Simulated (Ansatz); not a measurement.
A nudged elastic band was laid between two geometries of AlBH₄O₂ (8 atoms, charge 0, multiplicity 1).

Method: Ansatz, RKS PBE0/def2-SVP.

| Property | Result |
| --- | --- |
| movable images | 5 |
| climbing image | yes |
| spring | 5.0 eV/Å² |
| optimiser | quadratic models (default) |
| start path | IDPP |
| force threshold | 0.05 eV/Å |
| iteration limit | 60 |
| end points | relaxed |

First end point:

```xyz
8
Properties=species:S:1:pos:R:3
B -0.392 1.779 -0.150
O 0.080 0.531 -0.115
Al 0.723 -1.047 -0.109
O -0.191 -2.346 0.470
H -0.976 2.175 -1.142
H -0.240 2.509 0.812
H 2.171 -1.308 -0.641
H -1.082 -2.351 0.819
```

Last end point:

```xyz
8
Properties=species:S:1:pos:R:3
B -0.399 1.777 -0.161
O 0.077 0.530 -0.128
Al 0.723 -1.047 -0.112
O -0.178 -2.341 0.496
H -0.218 2.516 0.789
H -1.013 2.162 -1.138
H 2.162 -1.313 -0.663
H -1.063 -2.342 0.862
```

(1) What changes between the two ends?

(2) Give the energies along the band, and the barrier.

(3) What is the geometry of the highest image?

The band took 6 iterations and roughly 90 core-seconds.

## Answers

(1) No bond is made or broken.  The two ends are copies of one structure, up to a mirror image or an exchange of like atoms.

(2) The run converged. The highest image is number 3 of 0 to 6, 0.082 eV above the ends, which have the same energy within 2 meV. A vibrational analysis at the climbing image gives 2 clearly imaginary modes (149i, 45i cm⁻¹): a point of higher order, so a lower path passes nearby.

```tsv
image	path coordinate (Å)	energy (eV)
0	0.00	0.000
1	0.68	0.021
2	1.37	0.062
3	2.05	0.082
4	2.73	0.061
5	3.42	0.020
6	4.11	0.000
```

(3) 
```xyz
8
Properties=species:S:1:pos:R:3
B -0.620 1.697 -0.345
O -0.103 0.470 -0.213
Al 0.636 -1.068 -0.227
O 0.439 -2.122 1.079
H -0.393 2.349 -1.347
H -1.318 2.154 0.543
H 1.509 -1.553 -1.433
H -0.058 -1.984 1.886
```

Run time: 89 s on 1 thread of Arm Neoverse V1, on a shared host, peak memory 0.15 GiB.
